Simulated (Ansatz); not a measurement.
Computed with Ansatz on PBE0-D4/def2-TZVP structures; ΔE is electronic, products minus reactants. CBS: MP2 limit from def2 TZ/QZ plus the TZ coupled-cluster correction, frozen cores. Double bonds are as drawn, so ΔE can hold a change between cis and trans. DFT in def2-TZVPP. HSE06 is defined as in plane-wave codes. def2 core potentials past Kr. For In outer-core shells are correlated without core-valence functions, which leaves a few kJ/mol of doubt a bond. Each species was taken in one conformer, which may not be the lowest.

Consider the substitution at a C–In bond: `[CH3][In]([CH3])[O][SiH3]` + `N/C=C/C=O` → `CN/C=C/C=O` + `[CH3][InH][O][SiH3]`.

Q: Is it downhill or uphill in electronic energy at CCSD(T)/CBS, and by how much? (Best estimate.)

A: Computed: Uphill: ΔE = +60.8 kJ/mol.

Q: What do these levels give: B97M-V, r2SCANh-D4, HSE06-D4, r2SCANh, CAM-B3LYP, LC-ωPBE, CCSD/def2-SVP, CCSD(T)/def2-SVP, MP2/def2-TZVPP, SCS-MP2/def2-TZVPP, SCS-MP2/def2-QZVPP, HF/CBS(def2)? (Best estimate.)

A: The calculation gave: B97M-V 45.3, r2SCANh-D4 53.7, HSE06-D4 51.9, r2SCANh 53.8, CAM-B3LYP 49.4, LC-ωPBE 51.9, CCSD/def2-SVP 38.5, CCSD(T)/def2-SVP 38.2, MP2/def2-TZVPP 64.1, SCS-MP2/def2-TZVPP 58.4, SCS-MP2/def2-QZVPP 60.4, HF/CBS(def2) 44.3 kJ/mol.

Largest T1 diagnostic among the species: 0.016.

At CCSD(T), def2-SVP lies −22.7 kJ/mol from the extrapolated value and def2-TZVPP −3.7 kJ/mol. From BLYP to BHLYP (50 % exact exchange), in def2-TZVPP and without D4, ΔE moves by −3.3 kJ/mol.
